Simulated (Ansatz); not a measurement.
`C[NH][GeH2][Cl]` and `C[NH][GeH2][CH3]` differ in one atom or group.

Ansatz, PBE0-D4/def2-TZVP geometries, multiplicity 1. Each molecule was computed in one conformer, which needn't be the lowest.

Scalar relativity is left out up to krypton.

```csv
property,`C[NH][GeH2][Cl]`
HOMO energy (B3LYP/def2-TZVPP) / eV,-6.97
HOMO energy (ωB97M-V/def2-TZVPP) / eV,-9.52
"ideal-gas entropy at 298 K and 1 bar (rigid rotor, harmonic PBE0-D4/def2-TZVP) / J/(mol·K)",342
HOMO energy (PBE/def2-TZVPP) / eV,-5.83
HOMO–LUMO gap (PBE/def2-TZVPP) / eV,5.20
LUMO energy (PBE0/def2-TZVPP) / eV,0.31
```

(1) Give the same properties after the change, and the shifts. (An estimate is asked.)

Answers

(1) The calculation gave: 
```json
{"property": "HOMO energy (B3LYP/def2-TZVPP) / eV", "`C[NH][GeH2][CH3]`": "-6.22", "shift": "0.75"}
{"property": "HOMO energy (ωB97M-V/def2-TZVPP) / eV", "`C[NH][GeH2][CH3]`": "-8.77", "shift": "0.75"}
{"property": "ideal-gas entropy at 298 K and 1 bar (rigid rotor, harmonic PBE0-D4/def2-TZVP) / J/(mol·K)", "`C[NH][GeH2][CH3]`": "351", "shift": "9"}
{"property": "HOMO energy (PBE/def2-TZVPP) / eV", "`C[NH][GeH2][CH3]`": "-5.07", "shift": "0.76"}
{"property": "HOMO–LUMO gap (PBE/def2-TZVPP) / eV", "`C[NH][GeH2][CH3]`": "5.10", "shift": "-0.10"}
{"property": "LUMO energy (PBE0/def2-TZVPP) / eV", "`C[NH][GeH2][CH3]`": "0.84", "shift": "0.53"}
```

With PBE0 the HOMO rises by 0.76 eV and the LUMO rises by 0.53 eV, so the gap narrows by about 0.23 eV. PBE moves the HOMO by 0.76 eV and ωB97M-V by 0.75 eV. The zero-point energy changes by 90.5 kJ/mol with +9 modes.

B3LYP here is the variant with VWN-RPA as its local correlation; programs differ in this.
